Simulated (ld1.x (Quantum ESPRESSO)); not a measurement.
**hafnium, RRKJ: configuration errors across variants**

ld1.x (Quantum ESPRESSO) 7.5 input, shortened:

```
&input
   title='Hf', zed=72., rel=1, dft='REVPBE', iswitch=3,
   config='[Xe] 4f14 5d2 6s2 6p0'
 /
 &inputp
   pseudotype=2, tm=.false., rho0=0.005, lloc=0,
   nlcc=.true., new_core_ps=.true., rcore=1.30
 /
3
6P  2  1   0.00   0.00  3.00  3.00  0.0
5D  3  2   2.00   0.00  1.90  1.90  0.0
6S  1  0   2.00   0.00  2.10  2.10  0.0
 &test
   configts(1)='5d2 6s2 6p0'
 /
```

All-electron excitation energies from the reference (eV): (1) 5d2 6s1 6p0 7.903; (2) 5d2 6s0 6p0 21.935; (3) 5d1 6s0 6p0 43.610; (4) 5d1 6s2 6p0 6.440; (5) 5d2 6s1 6p1 3.801; (6) 5d1 6s2 6p1 1.934; (7) 5d2 6s0 6p2 7.789.

2 further variants failed, have other tests or too few solved ones, and are left out.

Errors AE − PS in meV (a dash: test not solved or not reliable):

```tsv
change	(1)	(2)	(3)	(4)	(5)	(6)	(7)	bound ghosts
base	-5.6	-45	-327	-17	-4.4	-60	-23	none
wave 6s (bound): rc 2.10 bohr becomes 6s (bound): rc 2.26 bohr	-8.1	-50	-309	-45	-4.7	-79	-21	none
wave 6s (bound): rc 2.10 bohr becomes 6s (bound): rc 2.60 bohr	-11	-59	-293	-65	-5.6	-92	-23	none
wave 6s (bound): rc 2.10 bohr becomes 6s (bound): rc 2.78 bohr	-11	-60	-290	-68	-5.7	-93	-24	none
wave 6s (bound): rc 2.10 bohr becomes 6s (bound): rc 3.16 bohr	-10	-59	-309	-59	-6.1	-88	-26	none
```

Give the same row for: wave 6s (bound): rc 2.10 bohr becomes 6s (bound): rc 1.98 bohr.

-2.0, -54, -359, +22, -4.7, -29, -40; bound ghosts: none.
